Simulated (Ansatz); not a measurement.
`C[O][Ti]([Cl])([Cl])[Cl]` + H₂O → `[OH][Ti]([Cl])([Cl])[Cl]` + CH₃OH  (formal hydrolysis of a Ti–O bond)

Calculated with Ansatz (gas phase, PBE0-D4/def2-TZVP geometries, no zero-point term in ΔE). CCSD(T)/CBS is the MP2 limit (def2-TZVPP, def2-QZVPP) plus CCSD(T) − MP2 in def2-TZVPP, frozen cores. This one scheme is used for every species. Functionals use def2-TZVPP. For Ti outer-core shells are correlated without core-valence functions, which leaves a few kJ/mol of doubt a bond. Scalar relativity is left out up to krypton. Each species was taken in one conformer, which may not be the lowest.

`C[O][Ti]([Cl])([Cl])[Cl]`:

```xyz
9

C    -0.530   -1.540   -0.265
O    -0.083   -0.238   -0.041
Ti    0.470    1.366    0.235
Cl   -0.798    2.288    1.760
Cl    0.337    2.483   -1.641
Cl    2.545    1.280    0.923
H    -0.814   -1.651   -1.314
H    -1.396   -1.741    0.370
H     0.270   -2.245   -0.026
```

H₂O:

Cartesian coordinates in Å:
```
O -0.001 -0.338 -0.193
H 0.759 0.135 0.152
H -0.758 0.202 0.041
```

`[OH][Ti]([Cl])([Cl])[Cl]`:

```xyz
6

O    -1.333   -0.399    0.043
Ti    0.340    0.066   -0.127
Cl    1.012   -0.367   -2.154
Cl    0.536    2.195    0.295
Cl    1.538   -1.039    1.319
H    -2.093   -0.456    0.623
```

CH₃OH:

```xyz
6

C    -0.157   -0.042   -0.317
O     0.706    0.532    0.638
H    -0.024    0.517   -1.244
H    -1.211    0.030   -0.025
H     0.081   -1.094   -0.516
H     0.604    0.057    1.465
```

Task: Is it downhill or uphill in electronic energy at CCSD(T)/CBS, and by how much? (Estimate.)

Result: Ansatz gave: Uphill: ΔE = +32.1 kJ/mol.

Task: What do these levels give: r2SCANh-D4, BHLYP-D4, PBE, r2SCAN, CCSD/def2-SVP, CCSD/def2-TZVPP? (Best estimate.)

Result: Computed: r2SCANh-D4 26.5, BHLYP-D4 27.7, PBE 24.6, r2SCAN 25.5, CCSD/def2-SVP 32.9, CCSD/def2-TZVPP 28.9 kJ/mol.

Largest T1 diagnostic among the species: 0.024, so the coupled-cluster value is less sure than usual.

The D4 term adds +4.5 kJ/mol with B3LYP and +2.9 kJ/mol with PBE0; it sums over pairs of atoms, weighted by their polarisabilities, and B3LYP, whose exchange is more repulsive, gets the larger term. Leaving LDA and LC-ωPBE aside and taking each functional with its dispersion term where it has one, the values, not all of them listed here, spread over 6.9 kJ/mol, from ωB97M-V to PBE-QIDH. LDA lies +3.2 kJ/mol from PBE without D4. In def2-TZVPP, CCSD(T) changes the Hartree–Fock value by +11.3 kJ/mol (the triples alone add +3.6 kJ/mol) and MP2 by +16.2 kJ/mol.

B3LYP here is the variant with VWN-RPA as its local correlation; programs differ in this.
